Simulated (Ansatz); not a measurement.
Input for Ansatz (a program for electronic structure): R-B3LYP-D3(BJ)/def2-SVP on H10O4Si4 (SMILES O[Si](O[SiH3])(O[SiH3])O[SiH3]).

Ansatz 0.2 input:
```yaml
crystal:
  periodic: [false, false, false]
  atoms:
    - {symbol: O, position_ang: [-2.54170000, 0.80630000, -1.14190000]}
    - {symbol: Si, position_ang: [-1.14080000, 0.32250000, -0.52050000]}
    - {symbol: O, position_ang: [-0.56690000, 1.40420000, 0.53240000]}
    - {symbol: Si, position_ang: [0.72570000, 1.76730000, 1.43760000]}
    - {symbol: O, position_ang: [-0.14800000, 0.17030000, -1.77300000]}
    - {symbol: Si, position_ang: [1.39790000, -0.10100000, -2.17060000]}
    - {symbol: O, position_ang: [-1.30210000, -1.09220000, 0.24240000]}
    - {symbol: Si, position_ang: [-0.55000000, -2.11600000, 1.24730000]}
    - {symbol: H, position_ang: [-3.29760000, 0.90100000, -0.57030000]}
    - {symbol: H, position_ang: [1.65440000, 0.63560000, 1.51200000]}
    - {symbol: H, position_ang: [1.34990000, 2.92600000, 0.79910000]}
    - {symbol: H, position_ang: [0.14720000, 2.07760000, 2.74510000]}
    - {symbol: H, position_ang: [2.25260000, 0.88630000, -1.50450000]}
    - {symbol: H, position_ang: [1.77300000, -1.45330000, -1.74870000]}
    - {symbol: H, position_ang: [1.36850000, 0.04950000, -3.62200000]}
    - {symbol: H, position_ang: [0.76210000, -2.47880000, 0.70690000]}
    - {symbol: H, position_ang: [-0.39910000, -1.46780000, 2.55280000]}
    - {symbol: H, position_ang: [-1.48500000, -3.23770000, 1.27590000]}
basis:
  gaussian:
    orbitals: def2-SVP
hamiltonian:
  xc: b3lyp
  dispersion: d3bj
relax: {f_tol: 0.004, max_steps: 120}
scf: {lower_state_search: off}
```

Program output:

```
WARN ansatz: RAYON_NUM_THREADS=8 ignored (pool sized by the plan → 8); use --threads N
Functional definition: B3LYP
these checks for a lower state are left out or cut short: stability, starts, cluster_reference, orbital_swaps, neighbouring_geometries, increment
integrals: 0.22 GiB planned
1778 factors; integrals over basis functions are off by at most 6.5e-4 eV
mean field: 1.61 GiB planned
mean field evaluation 1: about -39839.9239 eV, gradient 9.4e1 eV
mean field evaluation 2: about -39816.3342 eV, gradient 1.5e2 eV
mean field evaluation 4: about -39854.7679 eV, gradient 6.1e0 eV
mean field evaluation 8: about -39854.8298 eV, gradient 4.2e-2 eV
mean field evaluation 16: about -39854.8298 eV, gradient 2.2e-6 eV
mean field -39854.82982224 eV, -1464.6379813935 hartree, gradient 2.2e-6 eV, S^2 0.000000; 0 other end points of the search recorded, 0 dependent functions left out
the calculation of the forces begins
reference -39854.83018553 eV, -1464.6379947439 hartree; 49, 49 occupied and 129, 129 virtual orbitals, 1778 factors
relax step   1: F+E_penalty+E_count = -39855.79279611 eV  Δ(F+E_penalty+E_count) = +0.000e0 eV  max|allowed force component| = 7.232e-1 eV/Å  Δτ_max = 0.0000 Å  (15 SCF iters, accepted)
these checks for a lower state are left out or cut short: stability, starts, cluster_reference, orbital_swaps, neighbouring_geometries, increment
integrals: 0.22 GiB planned
1778 factors; integrals over basis functions are off by at most 7.0e-4 eV
mean field: 1.63 GiB planned
mean field -39855.21803252 eV, -1464.6522478581 hartree, gradient 8.7e-7 eV, S^2 0.000000; 0 other end points of the search recorded, 0 dependent functions left out
the calculation of the forces begins
reference -39855.21840186 eV, -1464.6522614311 hartree; 49, 49 occupied and 129, 129 virtual orbitals, 1778 factors
relax step   2: F+E_penalty+E_count = -39856.14790021 eV  Δ(F+E_penalty+E_count) = -3.551e-1 eV  max|allowed force component| = 5.103e-1 eV/Å  Δτ_max = 0.1429 Å  (18 SCF iters, accepted)
these checks for a lower state are left out or cut short: stability, starts, cluster_reference, orbital_swaps, neighbouring_geometries, increment
integrals: 0.22 GiB planned
1778 factors; integrals over basis functions are off by at most 7.1e-4 eV
mean field: 1.63 GiB planned
mean field -39855.27910259 eV, -1464.6544921418 hartree, gradient 2.1e-6 eV, S^2 0.000000; 0 other end points of the search recorded, 0 dependent functions left out
the calculation of the forces begins
reference -39855.27947410 eV, -1464.6545057944 hartree; 49, 49 occupied and 129, 129 virtual orbitals, 1778 factors
relax step   3: F+E_penalty+E_count = -39856.19418503 eV  Δ(F+E_penalty+E_count) = -4.628e-2 eV  max|allowed force component| = 1.569e-1 eV/Å  Δτ_max = 0.0469 Å  (19 SCF iters, accepted)
these checks for a lower state are left out or cut short: stability, starts, cluster_reference, orbital_swaps, neighbouring_geometries, increment
integrals: 0.22 GiB planned
1778 factors; integrals over basis functions are off by at most 7.1e-4 eV
mean field: 1.63 GiB planned
mean field evaluation 32: about -39855.2869 eV, gradient 6.6e-1 eV
mean field -39855.28264970 eV, -1464.6546224955 hartree, gradient 2.2e-6 eV, S^2 0.000000; 0 other end points of the search recorded, 0 dependent functions left out
the calculation of the forces begins
reference -39855.28302123 eV, -1464.6546361490 hartree; 49, 49 occupied and 129, 129 virtual orbitals, 1778 factors
relax step   4: F+E_penalty+E_count = -39856.19629559 eV  Δ(F+E_penalty+E_count) = -2.111e-3 eV  max|allowed force component| = 7.030e-2 eV/Å  Δτ_max = 0.0069 Å  (20 SCF iters, accepted)
these checks for a lower state are left out or cut short: stability, starts, cluster_reference, orbital_swaps, neighbouring_geometries, increment
integrals: 0.22 GiB planned
1778 factors; integrals over basis functions are off by at most 7.1e-4 eV
mean field: 1.63 GiB planned
mean field -39855.28479281 eV, -1464.6547012533 hartree, gradient 1.0e-6 eV, S^2 0.000000; 0 other end points of the search recorded, 0 dependent functions left out
the calculation of the forces begins
reference -39855.28516480 eV, -1464.6547149240 hartree; 49, 49 occupied and 129, 129 virtual orbitals, 1778 factors
relax step   5: F+E_penalty+E_count = -39856.19920244 eV  Δ(F+E_penalty+E_count) = -2.907e-3 eV  max|allowed force component| = 3.963e-2 eV/Å  Δτ_max = 0.0854 Å  (19 SCF iters, accepted)
these checks for a lower state are left out or cut 
[...]
ed, 0 dependent functions left out
the calculation of the forces begins
reference -39855.39819578 eV, -1464.6588687359 hartree; 49, 49 occupied and 129, 129 virtual orbitals, 1778 factors
relax step  85: F+E_penalty+E_count = -39856.25565386 eV  Δ(F+E_penalty+E_count) = -9.267e-5 eV  max|allowed force component| = 1.194e-2 eV/Å  Δτ_max = 0.0298 Å  (18 SCF iters, accepted)
these checks for a lower state are left out or cut short: stability, starts, cluster_reference, orbital_swaps, neighbouring_geometries, increment
integrals: 0.22 GiB planned
1778 factors; integrals over basis functions are off by at most 6.3e-4 eV
mean field: 1.62 GiB planned
mean field -39855.39787340 eV, -1464.6588568883 hartree, gradient 2.7e-6 eV, S^2 0.000000; 0 other end points of the search recorded, 0 dependent functions left out
the calculation of the forces begins
reference -39855.39827392 eV, -1464.6588716074 hartree; 49, 49 occupied and 129, 129 virtual orbitals, 1778 factors
relax step  86: F+E_penalty+E_count = -39856.25571908 eV  Δ(F+E_penalty+E_count) = -6.522e-5 eV  max|allowed force component| = 1.711e-2 eV/Å  Δτ_max = 0.0419 Å  (16 SCF iters, accepted)
these checks for a lower state are left out or cut short: stability, starts, cluster_reference, orbital_swaps, neighbouring_geometries, increment
integrals: 0.22 GiB planned
1778 factors; integrals over basis functions are off by at most 6.3e-4 eV
mean field: 1.62 GiB planned
mean field -39855.39805052 eV, -1464.6588633976 hartree, gradient 7.2e-7 eV, S^2 0.000000; 0 other end points of the search recorded, 0 dependent functions left out
the calculation of the forces begins
reference -39855.39845132 eV, -1464.6588781268 hartree; 49, 49 occupied and 129, 129 virtual orbitals, 1778 factors
relax step  87: F+E_penalty+E_count = -39856.25575191 eV  Δ(F+E_penalty+E_count) = -3.283e-5 eV  max|allowed force component| = 1.420e-2 eV/Å  Δτ_max = 0.0235 Å  (14 SCF iters, accepted)
these checks for a lower state are left out or cut short: stability, starts, cluster_reference, orbital_swaps, neighbouring_geometries, increment
integrals: 0.22 GiB planned
1778 factors; integrals over basis functions are off by at most 6.3e-4 eV
mean field: 1.62 GiB planned
mean field evaluation 608: about -39855.4029 eV, gradient 3.7e-1 eV
mean field -39855.39830622 eV, -1464.6588727944 hartree, gradient 1.7e-6 eV, S^2 0.000000; 0 other end points of the search recorded, 0 dependent functions left out
the calculation of the forces begins
reference -39855.39870718 eV, -1464.6588875293 hartree; 49, 49 occupied and 129, 129 virtual orbitals, 1778 factors
relax step  88: F+E_penalty+E_count = -39856.25578412 eV  Δ(F+E_penalty+E_count) = -3.221e-5 eV  max|allowed force component| = 9.361e-3 eV/Å  Δτ_max = 0.0150 Å  (13 SCF iters, accepted)
these checks for a lower state are left out or cut short: stability, starts, cluster_reference, orbital_swaps, neighbouring_geometries, increment
integrals: 0.22 GiB planned
1778 factors; integrals over basis functions are off by at most 6.3e-4 eV
mean field: 1.62 GiB planned
mean field -39855.39867965 eV, -1464.6588865176 hartree, gradient 9.4e-7 eV, S^2 0.000000; 0 other end points of the search recorded, 0 dependent functions left out
the calculation of the forces begins
reference -39855.39908067 eV, -1464.6589012548 hartree; 49, 49 occupied and 129, 129 virtual orbitals, 1778 factors
relax step  89: F+E_penalty+E_count = -39856.25581691 eV  Δ(F+E_penalty+E_count) = -3.279e-5 eV  max|allowed force component| = 1.179e-2 eV/Å  Δτ_max = 0.0083 Å  (14 SCF iters, accepted)
these checks for a lower state are left out or cut short: stability, starts, cluster_reference, orbital_swaps, neighbouring_geometries, increment
integrals: 0.22 GiB planned
1778 factors; integrals over basis functions are off by at most 6.3e-4 eV
mean field: 1.62 GiB planned
mean field -39855.39890981 eV, -1464.6588949759 hartree, gradient 8.6e-7 eV, S^2 0.000000; 0 other end points of the search recorded, 0 dependent functions left out
the calculation of the forces begins
reference -39855.39931077 eV, -1464.6589097109 hartree; 49, 49 occupied and 129, 129 virtual orbitals, 1778 factors
relax step  90: F+E_penalty+E_count = -39856.25583887 eV  Δ(F+E_penalty+E_count) = -2.195e-5 eV  max|allowed force component| = 1.588e-2 eV/Å  Δτ_max = 0.0123 Å  (14 SCF iters, accepted)
these checks for a lower state are left out or cut short: stability, starts, cluster_reference, orbital_swaps, neighbouring_geometries, increment
integrals: 0.22 GiB planned
1778 factors; integrals over basis functions are off by at most 6.3e-4 eV
mean field: 1.62 GiB planned
mean field -39855.39898264 eV, -1464.6588976524 hartree, gradient 2.2e-6 eV, S^2 0.000000; 0 other end points of the search recorded, 0 dependent functions left out
the calculation of the forces begins
reference -39855.39938351 eV, -1464.6589123841 hartree; 49, 49 occupied and 129, 129 virtual orbitals, 1778 factors
relax step  91: F+E_penalty+E_count = -39856.25585110 eV  Δ(F+E_penalty+E_count) = -1.223e-5 eV  max|allowed force component| = 9.820e-3 eV/Å  Δτ_max = 0.0110 Å  (13 SCF iters, accepted)
these checks for a lower state are left out or cut short: stability, starts, cluster_reference, orbital_swaps, neighbouring_geometries, increment
integrals: 0.22 GiB planned
1778 factors; integrals over basis functions are off by at most 6.3e-4 eV
mean field: 1.62 GiB planned
mean field -39855.39893544 eV, -1464.6588959178 hartree, gradient 7.8e-7 eV, S^2 0.000000; 0 other end points of the search recorded, 0 dependent functions left out
the calculation of the forces begins
reference -39855.39933626 eV, -1464.6589106476 hartree; 49, 49 occupied and 129, 129 virtual orbitals, 1778 factors
relax step  92: F+E_penalty+E_count = -39856.25585458 eV  Δ(F+E_penalty+E_count) = -3.478e-6 eV  max|allowed force component| = 3.558e-3 eV/Å  Δτ_max = 0.0034 Å  (13 SCF iters, accepted)
Total energy: -39856.25625540 eV, -1464.6904018451 hartree
Atom 0 at    -1.838782     0.568247    -1.321360 Å, force     0.000775    -0.001558     0.000673 eV/Å
Atom 1 at    -0.669367     0.046576    -0.287226 Å, force    -0.001266     0.001495    -0.000833 eV/Å
Atom 2 at    -0.480084     1.027132     1.020587 Å, force    -0.000806     0.000550     0.001745 eV/Å
Atom 3 at     0.636200     2.149405     1.552061 Å, force     0.001562    -0.001706    -0.001439 eV/Å
Atom 4 at     0.739792     0.055676    -1.124908 Å, force    -0.000111    -0.000299     0.003304 eV/Å
Atom 5 at     1.305468    -0.016341    -2.692937 Å, force     0.003083    -0.002127    -0.003558 eV/Å
Atom 6 at    -1.051099    -1.450938     0.270716 Å, force    -0.000710    -0.000132    -0.002119 eV/Å
Atom 7 at    -0.849751    -2.315911     1.684566 Å, force     0.001934     0.001082     0.002274 eV/Å
Atom 8 at    -2.751379     0.346798    -1.105030 Å, force    -0.000164     0.000569    -0.000603 eV/Å
Atom 9 at     1.907464     1.472497     1.932458 Å, force    -0.000189    -0.000171     0.000834 eV/Å
Atom 10 at     0.913910     3.155446     0.488179 Å, force    -0.000796     0.000842     0.000270 eV/Å
Atom 11 at     0.058510     2.828046     2.742400 Å, force     0.000115     0.000246    -0.000555 eV/Å
Atom 12 at     2.751842    -0.357846    -2.632635 Å, force    -0.001164     0.001515    -0.000023 eV/Å
Atom 13 at     0.577569    -1.064485    -3.462717 Å, force    -0.000410     0.002522     0.000073 eV/Å
Atom 14 at     1.133227     1.302694    -3.362090 Å, force    -0.000663    -0.001833     0.000357 eV/Å
Atom 15 at     0.498016    -2.058343     2.266805 Å, force     0.000475    -0.000333    -0.000258 eV/Å
Atom 16 at    -1.894724    -1.929003     2.673504 Å, force    -0.000878    -0.000978    -0.000462 eV/Å
Atom 17 at    -0.986713    -3.759849     1.357627 Å, force    -0.000789     0.000315     0.000318 eV/Å
Dipole moment:    -0.141660    -0.046346     0.066525 e Å
Checks for a lower state left out: stability, starts, cluster_reference, orbital_swaps, neighbouring_geometries, increment
```

Self-consistency was reached.

Cost: around 17 core-minutes (rough).
